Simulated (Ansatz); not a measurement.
Ansatz (a program for electronic structure) input (B3LYP-D3(BJ)/def2-TZVP):

Ansatz 0.2 input:
```yaml
crystal:
  periodic: [false, false, false]
  atoms:
    - {symbol: C, position_ang: [-2.42378440, 0.00527456, 0.16041090]}
    - {symbol: C, position_ang: [-1.07798555, 0.30311103, 0.19688414]}
    - {symbol: C, position_ang: [0.02692804, -0.53967825, 0.33311347]}
    - {symbol: Cl, position_ang: [1.62681265, 0.10845838, -0.28493447]}
    - {symbol: H, position_ang: [-3.16491006, 0.78839470, 0.26682218]}
    - {symbol: H, position_ang: [-2.78352010, -1.01914476, 0.18235962]}
    - {symbol: H, position_ang: [-0.82792627, 1.36565531, 0.17773636]}
    - {symbol: H, position_ang: [-0.03040735, -1.59094188, 0.07451663]}
basis:
  gaussian:
    orbitals: def2-TZVP
hamiltonian:
  xc: b3lyp
  dispersion: d3bj
total_charge: -1
phonons: {temperatures: {t_min: 298.15, t_max: 298.15, t_step: 100}}
```

Output:

```
Functional definition: B3LYP
integrals: 0.06 GiB planned
979 factors; their error is unknown
mean field: 0.62 GiB planned
mean field evaluation 1: about -15693.1392 eV, gradient 5.1e1 eV
mean field evaluation 2: about -15678.5995 eV, gradient 8.4e1 eV
mean field evaluation 4: about -15699.5262 eV, gradient 1.2e1 eV
mean field evaluation 8: about -15699.9086 eV, gradient 2.7e-1 eV
mean field evaluation 16: about -15699.9280 eV, gradient 3.0e-4 eV
mean field -15699.92804452 eV, -576.9617138428 hartree, gradient 3.3e-5 eV, S^2 0.000000; 0 other end points of the search recorded, 0 dependent functions left out
the calculation of the forces begins
reference -15699.92829525 eV, -576.9617230567 hartree; 20, 20 occupied and 134, 134 virtual orbitals, 979 factors
these checks for a lower state are left out or cut short: stability, starts, cluster_reference, orbital_swaps, neighbouring_geometries, increment
integrals: 0.06 GiB planned
979 factors; their error is unknown
mean field: 0.62 GiB planned
mean field -15699.92778450 eV, -576.9617042871 hartree, gradient 1.5e-6 eV, S^2 0.000000; 0 other end points of the search recorded, 0 dependent functions left out
the calculation of the forces begins
reference -15699.92803517 eV, -576.9617134990 hartree; 20, 20 occupied and 134, 134 virtual orbitals, 979 factors
these checks for a lower state are left out or cut short: stability, starts, cluster_reference, orbital_swaps, neighbouring_geometries, increment
integrals: 0.06 GiB planned
979 factors; their error is unknown
mean field: 0.62 GiB planned
mean field evaluation 32: about -15699.9279 eV, gradient 1.3e-6 eV
mean field -15699.92789257 eV, -576.9617082586 hartree, gradient 1.5e-6 eV, S^2 0.000000; 0 other end points of the search recorded, 0 dependent functions left out
the calculation of the forces begins
reference -15699.92814335 eV, -576.9617174745 hartree; 20, 20 occupied and 134, 134 virtual orbitals, 979 factors
these checks for a lower state are left out or cut short: stability, starts, cluster_reference, orbital_swaps, neighbouring_geometries, increment
integrals: 0.06 GiB planned
979 factors; their error is unknown
mean field: 0.62 GiB planned
mean field -15699.92786663 eV, -576.9617073055 hartree, gradient 1.5e-6 eV, S^2 0.000000; 0 other end points of the search recorded, 0 dependent functions left out
the calculation of the forces begins
reference -15699.92811735 eV, -576.9617165191 hartree; 20, 20 occupied and 134, 134 virtual orbitals, 979 factors
these checks for a lower state are left out or cut short: stability, starts, cluster_reference, orbital_swaps, neighbouring_geometries, increment
integrals: 0.06 GiB planned
979 factors; their error is unknown
mean field: 0.62 GiB planned
mean field -15699.92785442 eV, -576.9617068566 hartree, gradient 1.5e-6 eV, S^2 0.000000; 0 other end points of the search recorded, 0 dependent functions left out
the calculation of the forces begins
reference -15699.92810515 eV, -576.9617160707 hartree; 20, 20 occupied and 134, 134 virtual orbitals, 979 factors
these checks for a lower state are left out or cut short: stability, starts, cluster_reference, orbital_swaps, neighbouring_geometries, increment
integrals: 0.06 GiB planned
979 factors; their error is unknown
mean field: 0.62 GiB planned
mean field -15699.92803572 eV, -576.9617135192 hartree, gradient 1.5e-6 eV, S^2 0.000000; 0 other end points of the search recorded, 0 dependent functions left out
the calculation of the forces begins
reference -15699.92828636 eV, -576.9617227303 hartree; 20, 20 occupied and 134, 134 virtual orbitals, 979 factors
these checks for a lower state are left out or cut short: stability, starts, cluster_reference, orbital_swaps, neighbouring_geometries, increment
integrals: 0.06 GiB planned
[...]
reference -15699.92820926 eV, -576.9617198968 hartree; 20, 20 occupied and 134, 134 virtual orbitals, 979 factors
these checks for a lower state are left out or cut short: stability, starts, cluster_reference, orbital_swaps, neighbouring_geometries, increment
integrals: 0.06 GiB planned
979 factors; their error is unknown
mean field: 0.62 GiB planned
mean field -15699.92804069 eV, -576.9617137020 hartree, gradient 1.5e-6 eV, S^2 0.000000; 0 other end points of the search recorded, 0 dependent functions left out
the calculation of the forces begins
reference -15699.92829147 eV, -576.9617229178 hartree; 20, 20 occupied and 134, 134 virtual orbitals, 979 factors
these checks for a lower state are left out or cut short: stability, starts, cluster_reference, orbital_swaps, neighbouring_geometries, increment
integrals: 0.06 GiB planned
979 factors; their error is unknown
mean field: 0.62 GiB planned
mean field -15699.92804143 eV, -576.9617137290 hartree, gradient 1.5e-6 eV, S^2 0.000000; 0 other end points of the search recorded, 0 dependent functions left out
the calculation of the forces begins
reference -15699.92829210 eV, -576.9617229409 hartree; 20, 20 occupied and 134, 134 virtual orbitals, 979 factors
these checks for a lower state are left out or cut short: stability, starts, cluster_reference, orbital_swaps, neighbouring_geometries, increment
integrals: 0.06 GiB planned
979 factors; their error is unknown
mean field: 0.62 GiB planned
mean field -15699.92801448 eV, -576.9617127389 hartree, gradient 1.5e-6 eV, S^2 0.000000; 0 other end points of the search recorded, 0 dependent functions left out
the calculation of the forces begins
reference -15699.92826521 eV, -576.9617219528 hartree; 20, 20 occupied and 134, 134 virtual orbitals, 979 factors
these checks for a lower state are left out or cut short: stability, starts, cluster_reference, orbital_swaps, neighbouring_geometries, increment
integrals: 0.06 GiB planned
979 factors; their error is unknown
mean field: 0.62 GiB planned
mean field -15699.92803034 eV, -576.9617133217 hartree, gradient 1.5e-6 eV, S^2 0.000000; 0 other end points of the search recorded, 0 dependent functions left out
the calculation of the forces begins
reference -15699.92828107 eV, -576.9617225356 hartree; 20, 20 occupied and 134, 134 virtual orbitals, 979 factors
these checks for a lower state are left out or cut short: stability, starts, cluster_reference, orbital_swaps, neighbouring_geometries, increment
integrals: 0.06 GiB planned
979 factors; their error is unknown
mean field: 0.62 GiB planned
mean field evaluation 288: about -15699.9277 eV, gradient 4.1e-1 eV
mean field -15699.92796610 eV, -576.9617109609 hartree, gradient 1.5e-6 eV, S^2 0.000000; 0 other end points of the search recorded, 0 dependent functions left out
the calculation of the forces begins
reference -15699.92821683 eV, -576.9617201749 hartree; 20, 20 occupied and 134, 134 virtual orbitals, 979 factors
these checks for a lower state are left out or cut short: stability, starts, cluster_reference, orbital_swaps, neighbouring_geometries, increment
integrals: 0.06 GiB planned
979 factors; their error is unknown
mean field: 0.62 GiB planned
mean field -15699.92792931 eV, -576.9617096089 hartree, gradient 1.5e-6 eV, S^2 0.000000; 0 other end points of the search recorded, 0 dependent functions left out
the calculation of the forces begins
reference -15699.92818004 eV, -576.9617188228 hartree; 20, 20 occupied and 134, 134 virtual orbitals, 979 factors
these checks for a lower state are left out or cut short: stability, starts, cluster_reference, orbital_swaps, neighbouring_geometries, increment
integrals: 0.06 GiB planned
979 factors; their error is unknown
mean field: 0.62 GiB planned
mean field -15699.92803956 eV, -576.9617136602 hartree, gradient 1.5e-6 eV, S^2 0.000000; 0 other end points of the search recorded, 0 dependent functions left out
the calculation of the forces begins
reference -15699.92829028 eV, -576.9617228741 hartree; 20, 20 occupied and 134, 134 virtual orbitals, 979 factors
these checks for a lower state are left out or cut short: stability, starts, cluster_reference, orbital_swaps, neighbouring_geometries, increment
integrals: 0.06 GiB planned
979 factors; their error is unknown
mean field: 0.62 GiB planned
mean field -15699.92803362 eV, -576.9617134419 hartree, gradient 1.5e-6 eV, S^2 0.000000; 0 other end points of the search recorded, 0 dependent functions left out
the calculation of the forces begins
reference -15699.92828434 eV, -576.9617226558 hartree; 20, 20 occupied and 134, 134 virtual orbitals, 979 factors
these checks for a lower state are left out or cut short: stability, starts, cluster_reference, orbital_swaps, neighbouring_geometries, increment
integrals: 0.06 GiB planned
979 factors; their error is unknown
mean field: 0.62 GiB planned
mean field evaluation 320: about -15699.9280 eV, gradient 1.5e-6 eV
mean field -15699.92804277 eV, -576.9617137784 hartree, gradient 1.5e-6 eV, S^2 0.000000; 0 other end points of the search recorded, 0 dependent functions left out
the calculation of the forces begins
reference -15699.92829350 eV, -576.9617229926 hartree; 20, 20 occupied and 134, 134 virtual orbitals, 979 factors
these checks for a lower state are left out or cut short: stability, starts, cluster_reference, orbital_swaps, neighbouring_geometries, increment
integrals: 0.06 GiB planned
979 factors; their error is unknown
mean field: 0.62 GiB planned
mean field -15699.92801563 eV, -576.9617127811 hartree, gradient 1.5e-6 eV, S^2 0.000000; 0 other end points of the search recorded, 0 dependent functions left out
the calculation of the forces begins
reference -15699.92826635 eV, -576.9617219946 hartree; 20, 20 occupied and 134, 134 virtual orbitals, 979 factors
these checks for a lower state are left out or cut short: stability, starts, cluster_reference, orbital_swaps, neighbouring_geometries, increment
integrals: 0.06 GiB planned
979 factors; their error is unknown
mean field: 0.62 GiB planned
mean field -15699.92792316 eV, -576.9617093829 hartree, gradient 1.5e-6 eV, S^2 0.000000; 0 other end points of the search recorded, 0 dependent functions left out
the calculation of the forces begins
reference -15699.92817389 eV, -576.9617185970 hartree; 20, 20 occupied and 134, 134 virtual orbitals, 979 factors
these checks for a lower state are left out or cut short: stability, starts, cluster_reference, orbital_swaps, neighbouring_geometries, increment
integrals: 0.06 GiB planned
979 factors; their error is unknown
mean field: 0.62 GiB planned
mean field -15699.92796583 eV, -576.9617109510 hartree, gradient 1.5e-6 eV, S^2 0.000000; 0 other end points of the search recorded, 0 dependent functions left out
the calculation of the forces begins
reference -15699.92821655 eV, -576.9617201646 hartree; 20, 20 occupied and 134, 134 virtual orbitals, 979 factors
these checks for a lower state are left out or cut short: stability, starts, cluster_reference, orbital_swaps, neighbouring_geometries, increment
integrals: 0.06 GiB planned
979 factors; their error is unknown
mean field: 0.62 GiB planned
mean field -15699.92803631 eV, -576.9617135411 hartree, gradient 1.5e-6 eV, S^2 0.000000; 0 other end points of the search recorded, 0 dependent functions left out
the calculation of the forces begins
reference -15699.92828701 eV, -576.9617227542 hartree; 20, 20 occupied and 134, 134 virtual orbitals, 979 factors
these checks for a lower state are left out or cut short: stability, starts, cluster_reference, orbital_swaps, neighbouring_geometries, increment
integrals: 0.06 GiB planned
979 factors; their error is unknown
mean field: 0.62 GiB planned
mean field evaluation 352: about -15699.9280 eV, gradient 2.1e-4 eV
mean field -15699.92803416 eV, -576.9617134621 hartree, gradient 1.5e-6 eV, S^2 0.000000; 0 other end points of the search recorded, 0 dependent functions left out
the calculation of the forces begins
reference -15699.92828491 eV, -576.9617226768 hartree; 20, 20 occupied and 134, 134 virtual orbitals, 979 factors
Total energy: -15700.19638752 eV, -576.9715752662 hartree
Atom 0 at    -2.423784     0.005275     0.160411 Å, force    -0.000656     0.000286     0.000385 eV/Å
Atom 1 at    -1.077986     0.303111     0.196884 Å, force    -0.000060     0.000706    -0.000442 eV/Å
Atom 2 at     0.026928    -0.539678     0.333113 Å, force     0.000586    -0.000022    -0.000047 eV/Å
Atom 3 at     1.626813     0.108458    -0.284934 Å, force     0.000328    -0.000121     0.000017 eV/Å
Atom 4 at    -3.164910     0.788395     0.266822 Å, force    -0.000346    -0.000041    -0.000000 eV/Å
Atom 5 at    -2.783520    -1.019145     0.182360 Å, force    -0.000286    -0.000454    -0.000161 eV/Å
Atom 6 at    -0.827926     1.365655     0.177736 Å, force     0.000327    -0.000300     0.000134 eV/Å
Atom 7 at    -0.030407    -1.590942     0.074517 Å, force     0.000107    -0.000055     0.000114 eV/Å
Dipole moment:     0.366298     0.064584    -0.162594 e Å
Vibrations: 145.30 246.92 396.89 458.62 506.33 623.84 747.39 962.12 990.60 1198.96 1239.62 1275.37 1452.39 1561.90 3063.21 3102.07 3134.48 3174.94 cm⁻¹, zero-point energy 1.505226 eV
```

It need not be the lowest isomer of its formula. Whether it binds its extra electron was not tested at this geometry.
